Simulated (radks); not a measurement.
The numbers below are computed, except where a source is named.
Lu XV, 57 electrons, occupied as [Kr] 4d10 4f10 5s1. Level of theory: Dirac Kohn-Sham, PBE, spin-unpolarised, spherical densities, finite nucleus; open shells fill j = l - 1/2 first; Fermi nuclear charge, rms radius 5.37 fm (a radial shooting solver on a logarithmic mesh with Libxc functionals).

Unscreened Slater integrals over Kohn-Sham orbitals (cm^-1). Large and small components are both included. Empty in this configuration: 5p1/2.

integral          value
F0(4f7/2,4f7/2)  343780
F2(4f7/2,4f7/2)  172050
F4(4f7/2,4f7/2)  109830
F6(4f7/2,4f7/2)   79571
F0(4f7/2,4f5/2)  345310
F2(4f7/2,4f5/2)  172710
F4(4f7/2,4f5/2)  110230
G2(4f7/2,4f5/2)  172080
G4(4f7/2,4f5/2)  109850
G6(4f7/2,4f5/2)   79584
F0(4f7/2,5s1/2)  233630
G3(4f7/2,5s1/2)   34708
F0(4f7/2,4d5/2)  354140
F2(4f7/2,4d5/2)  175700
F4(4f7/2,4d5/2)  113640
G1(4f7/2,4d5/2)  202680
G3(4f7/2,4d5/2)  130650
G5(4f7/2,4d5/2)   93337
F0(4f7/2,5p1/2)  225110
G4(4f7/2,5p1/2)   28433
F0(4f5/2,4f5/2)  346870
F2(4f5/2,4f5/2)  173410
F4(4f5/2,4f5/2)  110660
F0(4f5/2,5s1/2)  234050
G3(4f5/2,5s1/2)   34165
F0(4f5/2,4d5/2)  355760
F2(4f5/2,4d5/2)  176290
F4(4f5/2,4d5/2)  113960
G1(4f5/2,4d5/2)  202600
G3(4f5/2,4d5/2)  130660
G5(4f5/2,4d5/2)   93356
F0(4f5/2,5p1/2)  225500
G2(4f5/2,5p1/2)   32840
F0(5s1/2,5s1/2)  197620
F0(5s1/2,4d5/2)  237620
G2(5s1/2,4d5/2)   27765
F0(5s1/2,5p1/2)  192790
G1(5s1/2,5p1/2)  134040
F0(4d5/2,4d5/2)  368670
F2(4d5/2,4d5/2)  188050
F4(4d5/2,4d5/2)  126320
F0(4d5/2,5p1/2)  228740
G3(4d5/2,5p1/2)   23274
F0(5p1/2,5p1/2)  188400
